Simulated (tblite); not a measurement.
C₅H₁₀O₂Si.
Geometry (GFN2-xTB, Å), atoms numbered from 1 in this order:
```xyz
18
C5H10O2Si angstrom
C      2.3517    1.0731    0.1277
C      1.1344    0.6168   -0.1336
O      0.1817    1.4040   -0.6679
Si    -1.3683    0.9185   -0.9082
C     -1.7726   -0.3594    0.4432
C     -0.4733   -0.7961    1.1252
C      0.6889   -0.8033    0.1219
O      0.2017   -1.3696   -1.0792
H      3.1054    0.4363    0.5511
H      2.6129    2.0977   -0.0647
H     -2.0467    2.1956   -0.7040
H     -1.5326    0.3875   -2.2586
H     -2.4589    0.0304    1.1933
H     -2.2502   -1.2308   -0.0003
H     -0.2120   -0.1100    1.9335
H     -0.5852   -1.7948    1.5518
H      1.5323   -1.3892    0.5145
H      0.8820   -1.3005   -1.7573
```

Computed values, GFN2-xTB/tblite, gas phase, harmonic and unscaled. Errors from tens to a few hundred cm⁻¹ against measured bands are possible. Modes of hydrogen on silicon can be 10 to 20 % off. One conformer, not necessarily the lowest.

Harmonic wavenumbers (cm⁻¹): 77.0, 136.0, 169.8, 224.7, 296.1, 335.1, 369.6, 394.9, 457.1, 508.7, 610.0, 643.9, 656.9, 691.8, 710.5, 714.7, 784.7, 803.3, 812.9, 845.8, 849.9, 935.7, 973.2, 1030.6, 1050.1, 1096.6, 1150.8, 1165.1, 1206.6, 1268.6, 1278.2, 1301.8, 1316.6, 1331.8, 1391.6, 1473.1, 1487.5, 1710.9, 2277.3, 2304.7, 2880.9, 2965.0, 2981.0, 3000.1, 3018.9, 3128.0, 3162.4, 3549.3.

A = 2432, B = 1772, C = 1383 MHz; mass 130.045 u (most abundant isotopes); point group C1, symmetry number 1.

Question: What is the zero-point energy?

Answer: Half the sum of the wavenumbers: 30765 cm⁻¹ = 87.96 kcal/mol.

Question: Entropy at 273.15 K, 1 bar (ideal gas, RRHO, classical rotation)?

Answer: Translation 40.09, rotation 28.12, vibration 18.78: S = 87.0 cal/(mol K).

Question: And Cp and H(273.15 K) − H(0)?

Answer: Cp = 33.57 cal/(mol K), of which vibrations give 25.62 (their classical limit is 48 R = 95.4); H(273.15 K) − H(0) = 5.23 kcal/mol without the zero-point energy, 3.05 from vibrations.

Question: What must be added to the electronic energy to get the Gibbs energy at 273.15 K and 1 bar?

Answer: ZPE + [H(273.15 K) − H(0)] − T·S = 87.96 + 5.23 − 23.76 = 69.43 kcal/mol.

Question: Blend soft modes into free rotors: weight 1/[1 + (100 cm⁻¹/ν̃)⁴] for the oscillator and the rest for a rotor with moment μB/(μ + B), μ = h/(8π²ν), B = 10⁻⁴⁴ kg m². What vibrational entropy results?

Answer: 18.18 cal/(mol K) in place of 18.78, which changes −T·S at 273.15 K by +0.16 kcal/mol.

Question: How do the functions run with temperature in this model?

Answer: 
```json
{"T (K)": "50", "S (cal/(mol K))": "55.8", "Cp (cal/(mol K))": "10.5", "H − H(0) (kcal/mol)": "0.44", "G − H(0) (kcal/mol)": "-2.35", "ln q(vib)": "0.15"}
{"T (K)": "100", "S (cal/(mol K))": "64.4", "Cp (cal/(mol K))": "15.0", "H − H(0) (kcal/mol)": "1.07", "G − H(0) (kcal/mol)": "-5.37", "ln q(vib)": "0.72"}
{"T (K)": "298.15", "S (cal/(mol K))": "90.1", "Cp (cal/(mol K))": "36.4", "H − H(0) (kcal/mol)": "6.10", "G − H(0) (kcal/mol)": "-20.75", "ln q(vib)": "4.35"}
{"T (K)": "373.15", "S (cal/(mol K))": "99.1", "Cp (cal/(mol K))": "44.2", "H − H(0) (kcal/mol)": "9.13", "G − H(0) (kcal/mol)": "-27.84", "ln q(vib)": "5.98"}
{"T (K)": "500", "S (cal/(mol K))": "113.6", "Cp (cal/(mol K))": "55.1", "H − H(0) (kcal/mol)": "15.46", "G − H(0) (kcal/mol)": "-41.34", "ln q(vib)": "8.87"}
{"T (K)": "750", "S (cal/(mol K))": "139.0", "Cp (cal/(mol K))": "69.7", "H − H(0) (kcal/mol)": "31.21", "G − H(0) (kcal/mol)": "-73.00", "ln q(vib)": "14.62"}
{"T (K)": "1000", "S (cal/(mol K))": "160.3", "Cp (cal/(mol K))": "78.9", "H − H(0) (kcal/mol)": "49.86", "G − H(0) (kcal/mol)": "-110.49", "ln q(vib)": "20.08"}
```

q(vib) and H(0) count from the zero-point level.

Hindered rotation and anharmonicity are outside this model. Other conformers, if any are populated, would add a mixing term that is left out. The structure is chiral; the term R ln 2 for an equal mix with its mirror image is left out.
